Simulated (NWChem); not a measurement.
All runs are NWChem calculations. System: germanium monotelluride (GeTe), charge 0, spin multiplicity 1, at a geometry optimised with PBE/def2-SVP with def2 effective core potentials on Te. Level: CCSD(T)/def2-TZVP with def2 effective core potentials on Te, 13 core orbitals frozen.

The NWChem input:

```
start mol
memory heap 100 mb stack 700 mb global 1900 mb
geometry units angstroms nocenter noautoz
  Ge     0.000000     0.000000     1.470683
  Te     0.000000     0.000000    -0.905035
  symmetry group C2v
end
basis spherical
  * library def2-tzvp
end
ecp
  Te library def2-ecp
end
scf
  rhf
  nopen 0
  maxiter 100
  thresh 1e-7
  semidirect memsize 60000000 filesize 0
end
tce
  freeze core 13
  ccsd(t)
  2eorb
  2emet 13
  thresh 1e-6
  maxiter 100
  tilesize 24
end
task tce energy
```

NWChem printed:

```
             Northwest Computational Chemistry Package (NWChem) 7.3.0
             --------------------------------------------------------

                                NWChem Input Module
                                -------------------

 Scaling coordinates for geometry "geometry" by  1.889725989
 (inverse scale =  0.529177249)

 Turning off AUTOSYM since
 SYMMETRY directive was detected!

                             Geometry "geometry" -> ""
                             -------------------------

 Output coordinates in angstroms (scale by  1.889725989 to convert to a.u.)

  No.       Tag          Charge          X              Y              Z
 ---- ---------------- ---------- -------------- -------------- --------------
    1 Ge                  32.0000     0.00000000     0.00000000     1.47068300
    2 Te                  52.0000     0.00000000     0.00000000    -0.90503500

 Effective nuclear repulsion energy (a.u.)     370.6462392992

            Nuclear Dipole moment (a.u.)
            ----------------------------
        X                 Y               Z
 ---------------- ---------------- ----------------
     0.0000000000     0.0000000000     0.0000680301

      Symmetry information
      --------------------

 Group name             C2v
 Group number             16
 Group order               4
 No. of unique centers     2

      Symmetry unique atoms

     1    2


 Summary of "ao basis" -> "" (spherical)
 ------------------------------------------------------------------------------
       Tag                 Description            Shells   Functions and Types
 ---------------- ------------------------------  ------  ---------------------
 *                         def2-tzvp                  on all atoms

 Summary of "ao basis" -> "ao basis" (spherical)
 ------------------------------------------------------------------------------
       Tag                 Description            Shells   Functions and Types
 ---------------- ------------------------------  ------  ---------------------
 Ge                        def2-tzvp                16       48   6s5p4d1f
[...]
      Beta frozen virtuals :     0
         Spin multiplicity : singlet
    Number of AO functions :    98
       Number of AO shells :    32
        Use of symmetry is : on
      Symmetry adaption is : on
         Schwarz screening : 0.10D-09

          Correlation Information
          -----------------------
          Calculation type : Coupled-cluster singles & doubles w/ perturbation
   Perturbative correction : (T)
            Max iterations :      100
        Residual threshold : 0.10D-05
     T(0) DIIS level shift : 0.00D+00
     L(0) DIIS level shift : 0.00D+00
     T(1) DIIS level shift : 0.00D+00
     L(1) DIIS level shift : 0.00D+00
     T(R) DIIS level shift : 0.00D+00
     T(I) DIIS level shift : 0.00D+00
   CC-T/L Amplitude update :  5-th order DIIS
                I/O scheme : Global Array Library
        L-threshold :  0.10D-05
        EOM-threshold :  0.10D-05
 no EOMCCSD initial starts read in
 TCE RESTART OPTIONS
 SLICE:      F
 D4D5:       F
 quantumc:   F
 qrotation:  F
 pwtce:      F
 qducc:      F
 nacto:                         0
 nrotv:                         0
 nrot:                          0

            Memory Information
            ------------------
          Available GA space size is     249027196 doubles
          Available MA space size is     104836364 doubles

 Maximum block size supplied by input
 Maximum block size        24 doubles

 tile_dim =     17

 -------------------------------------------------

 Global array virtual files algorithm will be used

 Parallel file system coherency ......... OK

 4-electron integrals stored in orbital form

 v2    file size   =          2763256
 4-index algorithm nr.  13 is used
 imaxsize =       30
 imaxsize ichop =        0


CCSD iterations
 ---------------------------------------------------------
 Iter          Residuum       Correlation     Cpu    Wall
 ---------------------------------------------------------
    1   0.2264887975058  -0.6803977158090     0.5     0.5
    2   0.0457418678229  -0.6350408479887     0.6     0.6
    3   0.0138070976869  -0.6520326759318     0.8     0.8
    4   0.0069888570580  -0.6502605469743     0.8     0.8
    5   0.0028658265463  -0.6517471950936     0.8     0.8
    6   0.0017362180297  -0.6519246516610     0.7     0.7
    7   0.0014022142548  -0.6518657493655     0.7     0.7
    8   0.0006396253530  -0.6519263464338     0.7     0.7
    9   0.0005781282725  -0.6519115825593     0.6     0.6
   10   0.0002758792087  -0.6519475445399     0.7     0.7
   11   0.0000408452340  -0.6519686700142     0.7     0.7
   12   0.0000167836879  -0.6519640514355     0.7     0.7
   13   0.0000085286185  -0.6519652990175     0.7     0.7
   14   0.0000048638063  -0.6519648589890     0.7     0.7
   15   0.0000025827533  -0.6519650167757     0.7     0.7
   16   0.0000008216296  -0.6519649455408     0.7     0.7
 -----------------------------------------------------------------
 Iterations converged
 CCSD correlation energy / hartree =        -0.651964945540755
 CCSD total energy / hartree       =     -2343.055520791259823

 Singles contributions

 Doubles contributions
 CCSD(T)
 Using plain CCSD(T) code
             total no. of tasks          925
 total no. of tasks / no. procs          925
                         wl_min         4096           4.0
                         wl_max      1387778          10.6
        thresh for no. of tasks          925

 CCSD[T]  correction energy / hartree =        -0.028441508616378
 CCSD[T] correlation energy / hartree =        -0.680406454157134
 CCSD[T] total energy / hartree       =     -2343.083962299876021
 CCSD(T)  correction energy / hartree =        -0.026219961295627
 CCSD(T) correlation energy / hartree =        -0.678184906836382
 CCSD(T) total energy / hartree       =     -2343.081740752555561

 Task  times  cpu:       43.6s     wall:       43.6s

 Total times  cpu:       43.6s     wall:       43.6s
```
